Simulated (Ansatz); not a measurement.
## Loss of NH3: Cu(NH2)(NH3) → CuNH2 + NH3

Species: Cu(NH2)(NH3), singlet; CuNH2 `[NH2][Cu]`, singlet; NH3 (ammonia) `N`, singlet. 

Shapes, held fixed at every level: PBE0-D4/def2-TZVP. Flexible molecules stand in one conformer, not always the lowest. Programs: Ansatz 0.2.0. The zero-point and thermal change to 298 K, harmonic and unscaled (PBE0-D4/def2-TZVP), is -9.0 kJ/mol.

(1) Estimate ΔH(298 K) of this reaction.

## Answers

(1) wB97X-V/def2-TZVPP gives ΔH(298 K) = +150.2 kJ/mol; the levels span +111.2 to +195.9. The median of the levels is +150.2. No measured value is set beside it here. 

```tsv
level	kind	ΔH(298 K) (kJ/mol)
HF/def2-SVP	Hartree–Fock	+111.2
SPW92/def2-TZVPP	LDA	+195.9
PBE-D4/def2-TZVPP	GGA	+151.3
r2SCAN-D4/def2-TZVPP	meta-GGA	+160.5
B3LYP-D4/def2-TZVPP	global hybrid	+141.5
PBE0-D4/def2-TZVPP	global hybrid	+148.2
wB97X-V/def2-TZVPP	range-separated hybrid	+150.2
```
